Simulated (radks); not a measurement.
Task: The mean radii <r> (bohr) of the occupied orbitals of an atom or ion are listed with their occupations. Calculated with a radial shooting solver on a logarithmic mesh with Libxc functionals: Dirac Kohn-Sham, relativistic LDA (MacDonald-Vosko exchange, VWN5 correlation), spin-unpolarised, spherical densities, finite nucleus; Fermi nuclear charge, rms radius of each element as measured or else 0.836 A^(1/3) + 0.57 fm.

| orbital | occ. | <r> |
|---|---|---|
| 1s1/2 | 2 | 0.03440 |
| 2s1/2 | 2 | 0.1496 |
| 2p1/2 | 2 | 0.1273 |
| 2p3/2 | 4 | 0.1320 |
| 3s1/2 | 2 | 0.4149 |
| 3p1/2 | 2 | 0.4077 |
| 3p3/2 | 4 | 0.4181 |
| 3d3/2 | 4 | 0.3931 |
| 3d5/2 | 6 | 0.3964 |
| 4s1/2 | 2 | 0.9713 |
| 4p1/2 | 2 | 1.015 |
| 4p3/2 | 1 | 1.034 |

Name the element and its charge. Open shells, if any, fill j = l - 1/2 first.

Result: Z = 43, technetium, charge +10: Tc10+ in [Ar] 3d10 4s2 4p3. The 1s radius gives Z: for a bare nucleus <r> = (2 gamma + 1)/(2Z) with gamma = sqrt(1 - (Z/c)^2), 0.03371 bohr for Z = 43, and screening makes it slightly larger (0.03440 here). The occupations add up to 33, and the charge is Z minus that.
